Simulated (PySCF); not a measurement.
Input of a run (PBE0-D3(BJ)/def2-SVP geometry optimisation, gas phase, def2 core potentials past Kr (PySCF 2.14.0)), started from GFN2-xTB:
```
{"job": {"xc": "PBE0", "basis": "def2-SVP", "d3": "d3bj", "grid": 1, "maxiter": 30, "shake": 0.01, "kind": "geom"}, "charge": 0, "multiplicity": 1}
I      2.643510    -0.018630    -0.072870
C      0.566570    -0.028630    -0.016150
N     -0.246470     1.059120    -0.247220
N     -1.368740     0.679600    -0.122480
O     -1.410740    -0.648380     0.170700
N     -0.159970    -1.073090     0.243340
```

Output (energies in Eh, forces in Eh/bohr):
```
step   0  E = -574.66294444  max force = 0.106861
step   1  E = -574.66839656  max force = 0.030873
step   2  E = -574.66900378  max force = 0.015399
step   3  E = -574.66920576  max force = 0.005544
step   4  E = -574.66929589  max force = 0.002556
step   5  E = -574.66928325  max force = 0.003400
step   6  E = -574.66932634  max force = 0.001106
step   7  E = -574.66932887  max force = 0.000754
step   8  E = -574.66932947  max force = 0.000472
step   9  E = -574.66933054  max force = 0.000198
optimisation converged
```

**Question.** Summarise the run.

**Answer.** The energy falls by 16.8 kJ/mol over 10 energy and gradient evaluations, the largest force component goes from 0.1069 to 2.0e-04 Eh/bohr, and the atoms move by 0.024 Å rms after alignment. The bond that changes most is N3–N4 (both ends pyridine-type nitrogen), which lengthens by 0.060 Å. Bonds longer at the end by more than 0.005 Å: 2 of 6; shorter: 1. Among the angles that change most is N3–N4–O5, from 111.3° to 108.1°. The energy rose by more than 1e-6 Eh at step 5. The first step brought 85 % of the lowering.

**Question.** What are the final bond lengths?

**Answer.** I1–C2 2.054 Å, C2–N3 1.374 Å, N3–N4 1.251 Å, N4–O5 1.364 Å, O5–N6 1.334 Å, C2–N6 1.301 Å. Numbering counts from 1 in the input's order; the species is `Ic1nnon1`.

The run used 96 basis functions and 74 SCF cycles in all. The run took 40 s of wall time on Intel Xeon Platinum 8488C, one thread, no GPU, shared host with 192 logical CPUs at a one-minute load of 63, and the process peaked at 0.41 GiB of memory.

Whether it is a minimum is left open (no frequencies).
